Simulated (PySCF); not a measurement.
SMILES C[Si](C)N[Si](C)(C)C, doublet (GFN2-xTB optimised geometry):

```
24

C      0.362    -2.725    -1.562
Si     1.043    -1.873     0.000
C      2.953    -1.873     0.000
N      0.551    -0.200     0.000
Si    -0.973     0.530    -0.421
C     -1.180     0.625    -2.315
C     -0.960     2.289     0.307
C     -2.386    -0.502     0.328
H      0.707    -2.207    -2.455
H      0.695    -3.757    -1.624
H     -0.723    -2.724    -1.576
H      3.336    -1.339    -0.868
H      3.341    -2.885    -0.035
H      3.357    -1.397     0.888
H      1.229     0.431     0.397
H     -2.081     1.164    -2.589
H     -1.246    -0.366    -2.754
H     -0.340     1.132    -2.780
H     -0.154     2.885    -0.108
H     -0.835     2.269     1.385
H     -1.890     2.807     0.095
H     -2.315    -0.541     1.410
H     -3.357    -0.088     0.075
H     -2.359    -1.524    -0.036
```

Calculation: unrestricted PBE0/def2-SVP (PySCF).

What are the frontier orbital energies (α orbitals alone; a β orbital can be the lowest empty one) and the dipole moment?

HOMO-2 -8.33 eV, HOMO-1 -7.52 eV, HOMO -4.76 eV, LUMO 1.39 eV, LUMO+1 1.84 eV; dipole moment 0.87 D.

On the same geometry unrestricted PBE/def2-SVP run with PySCF gives HOMO-2 -7.00 eV, HOMO-1 -6.12 eV, HOMO -3.59 eV, LUMO 0.55 eV, LUMO+1 0.98 eV; dipole moment 0.96 D.

Meta-Löwdin charges at PBE0/def2-SVP: C1 -0.55, Si2 0.65, C3 -0.54, N4 -0.76, Si5 0.98, C6 -0.57, C7 -0.56, C8 -0.56, H9 0.11, H10 0.12, H11 0.11, H12 0.11, H13 0.12, H14 0.11, H15 0.22, H16 0.11, H17 0.11, H18 0.11, H19 0.11, H20 0.11, H21 0.11, H22 0.12, H23 0.11, H24 0.11.
